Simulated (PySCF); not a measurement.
Dipole moment and polarisability of `CC(Cl)(Cl)C#CC(N)=O`

Species: C₅H₅Cl₂NO.
Cartesian coordinates in Å at the GFN2-xTB level; atoms count from 1:
```xyz
14
C5H5Cl2NO angstrom
C      2.548    0.500    0.668
C      1.349   -0.195    1.278
Cl     1.004    0.495    2.909
Cl     1.700   -1.951    1.489
C      0.156   -0.075    0.482
C     -0.878   -0.015   -0.130
C     -2.043    0.133   -0.984
N     -3.164   -0.395   -0.440
O     -1.999    0.674   -2.063
H      3.419    0.377    1.308
H      2.334    1.560    0.552
H      2.757    0.072   -0.310
H     -4.025   -0.342   -0.959
H     -3.159   -0.839    0.461
```

Level: CAM-B3LYP/def2-SVPD (PySCF), static field, nuclei fixed, core orbitals frozen in the response. The polarisability tensor in these axes (au):

```
x   115.37  -2.41  18.31
y    -2.41  85.78  -4.62
z    18.31  -4.62 102.93
```

Problem. What are the eigenvalues, a third of the trace, and Δα (Δα² = ½Σ(αi − αj)² over the three pairs)?

Solution. Principal values 84.29, 90.80 and 128.98 au; mean 101.36 au = 15.02 Å³ = 16.71 × 10⁻⁴⁰ C²·m²/J; Δα = 41.82 au (41 % of the mean).

Problem. What is the dipole moment, and where does it point?

Solution. (-0.79, -0.81, 1.58) D, 1.94 D in size, pointing from the negative to the positive side. Measured along this direction, the outermost atoms are H12 at the negative end and H14 at the positive end.

Problem. Form Σ f/ω² (atomic units) for the 8 lowest TDDFT singlets, given as eV and f, and set it beside the mean polarisability, which is this sum over all singlets: 4.84, 0.0004; 5.64, 0.0013; 5.77, 0.0884; 6.16, 0.0003; 6.47, 0.0867; 6.51, 0.0177; 6.57, 0.0067; 6.66, 0.0337.

Solution. They add up to 4.54 au, 4.5 % of the 101.36 au; the largest single term is 1.97 au, from the state at 5.77 eV. Terms in order: 0.01, 0.03, 1.97, 0.01, 1.53, 0.31, 0.11, 0.56 au. Higher excitations give the rest. The strengths listed sum to 0.235.

Problem. Rayleigh depolarisation ratio (linearly polarised light, static tensor)?

Solution. ρ = 3Δα²/(45ᾱ² + 4Δα²) = 5246.9/(462308 + 6995.9) = 0.0112.

Problem. Give the principal axes and the span of the nuclei along them.

Solution. Largest value along (0.80, -0.11, 0.58), where the nuclei span 7.24 Å; middle along (-0.57, -0.39, 0.72), 4.31 Å; least along (-0.15, 0.92, 0.37), 2.87 Å. The response follows the extents in order.

Problem. Give the eigenvalues of the traceless quadrupole moment Θ = ½Σq(3rr − r²1), origin at the centre of nuclear charge.

Solution. -24.92, -3.21, 28.13 D·Å. The values depend on the origin, since the dipole doesn't vanish. The electronic extent ⟨r²⟩ about the same centre is 2153 bohr², a root-mean-square distance of 2.68 Å for the 84 electrons.

Problem. Find the Langevin capture rate constant for H3O+ (19.018 u) meeting this molecule (164.975 u), k = 2.342 × 10⁻⁹ cm³/s × √(α in Å³ / reduced mass in u).

Solution. The reduced mass is 17.05 u, so k = 2.20 × 10⁻⁹ cm³/s. The formula leaves out the permanent dipole, which adds to the capture rate.

One conformer (not necessarily the lowest) at the GFN2-xTB geometry, without solvent, vibrations or thermal averaging.
